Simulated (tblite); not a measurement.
C₂H₅FSSi.
Structure used (GFN2-xTB), in Å, numbered top down from 1:
```xyz
10
C2H5FSSi angstrom
C     -1.3491    0.0947   -0.5024
C     -0.3515   -0.3249    0.5150
S     -0.8071   -1.1026    1.8744
Si     1.4879    0.0557    0.2493
F      1.5714    0.7886   -1.1852
H     -1.0914   -0.3401   -1.4692
H     -1.3072    1.1781   -0.6267
H     -2.3579   -0.2024   -0.2223
H      2.2586   -1.1671    0.1204
H      1.9551    1.0245    1.2242
```

Computed values, GFN2-xTB/tblite, gas phase, harmonic and unscaled. The method is semi-empirical: single wavenumbers can be off by several per cent or more. Modes of hydrogen on silicon can be 10 to 20 % off. One conformer, not necessarily the lowest.

Harmonic wavenumbers (cm⁻¹): 29.9, 118.2, 129.6, 226.9, 286.4, 321.4, 515.3, 561.5, 584.7, 710.7, 744.2, 811.4, 926.8, 950.0, 1155.2, 1201.4, 1373.7, 1442.5, 1454.4, 2361.0, 2373.5, 2978.2, 2997.8, 3028.9.

A = 5842, B = 1882, C = 1461 MHz; mass 107.987 u (most abundant isotopes); point group Cs, symmetry number 1.

Task: Zero-point energy?

Result: ½Σν̃ = 13642 cm⁻¹ = 163.19 kJ/mol.

Task: What is S at 500 K and 1 bar for an ideal gas of classical rigid rotors and harmonic oscillators?

Result: Translation 177.99, rotation 121.07, vibration 129.14: S = 428.2 J/(mol K).

Task: And Cp and H(500 K) − H(0)?

Result: Cp = 143.64 J/(mol K), of which vibrations give 110.38 (their classical limit is 24 R = 199.5); H(500 K) − H(0) = 47.79 kJ/mol without the zero-point energy, 31.16 from vibrations.

Task: What must be added to the electronic energy to get the Gibbs energy at 500 K and 1 bar?

Result: ZPE + [H(500 K) − H(0)] − T·S = 163.19 + 47.79 − 214.10 = -3.12 kJ/mol.

Task: How do the functions run with temperature in this model?

Result: 
| T (K) | S (J/(mol K)) | Cp (J/(mol K)) | H − H(0) (kJ/mol) | G − H(0) (kJ/mol) | ln q(vib) |
| --- | --- | --- | --- | --- | --- |
| 100 | 272.7 | 62.7 | 4.80 | -22.46 | 1.49 |
| 200 | 323.8 | 87.3 | 12.32 | -52.44 | 3.23 |
| 300 | 363.6 | 109.8 | 22.20 | -86.87 | 4.90 |
| 800 | 503.0 | 174.3 | 95.90 | -306.50 | 12.23 |
| 1000 | 543.4 | 187.5 | 132.15 | -411.25 | 14.72 |

q(vib) and H(0) count from the zero-point level.

Hindered rotation and anharmonicity are outside this model. Other conformers, if any are populated, would add a mixing term that is left out.
